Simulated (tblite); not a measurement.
Compound: C6H6O3 (charge +1 and doublet state).
Geometry (GFN2-xTB, Å), atoms numbered from 1 in this order:
```xyz
15
C6H6O3 angstrom
C      2.9335   -0.2658   -0.2238
O      1.5022   -0.3851   -0.2522
C      0.8079    0.4910    0.3887
O      1.1338    1.4388    1.0460
C     -0.6817    0.2437    0.2612
C     -1.7869    0.8507    0.7166
C     -2.6891   -0.1520    0.0484
C     -1.3955   -0.8493   -0.4844
O     -1.1215   -1.7686   -1.1468
H      3.3033   -0.3538    0.7986
H      3.2450    0.6926   -0.6417
H      3.3007   -1.0877   -0.8348
H     -1.9846    1.7168    1.3209
H     -3.2592   -0.7975    0.7195
H     -3.3123    0.2343   -0.7607
```

Level: GFN2-xTB in tblite, geometry and Hessian alike; calculated harmonic values, unscaled, isolated species. Errors from tens to a few hundred cm⁻¹ against measured bands are possible. One conformer, not necessarily the lowest. Open shells enter through the occupations alone, without spin polarisation, and single modes of such species can be off by tens of per cent. The optimisation stopped once no atom felt more than 0.01 eV/Å.

Lowest wavenumbers of the output (negative numbers stand for imaginary wavenumbers):
```
mode    cm-1
  1     -49.9
  2      36.2
  3     103.0
  4     130.3
  5     160.0
  6     244.8
  7     265.3
  8     330.9
  9     390.8
 10     536.9
```

Is this structure a minimum?

Not by this Hessian. 1 mode is imaginary beyond 20i (50i cm⁻¹), so at this level the point lies at or near a first-order saddle. The curvature is small, so loose convergence or finite differences may be the whole cause.

Which atoms move in the imaginary mode?

50i: H10 (hydrogen on carbon) 34 %, H11 (hydrogen on carbon) 34 %, H12 (hydrogen on carbon) 25 %. These are shares of the mass-weighted motion.

What is the remedy?

Step along that mode in both directions, optimise again with tighter thresholds and repeat the frequencies. The zero-point energy of this point (65.5 kcal/mol) counts the 38 real modes alone, and thermal corrections from it aren't those of a minimum.
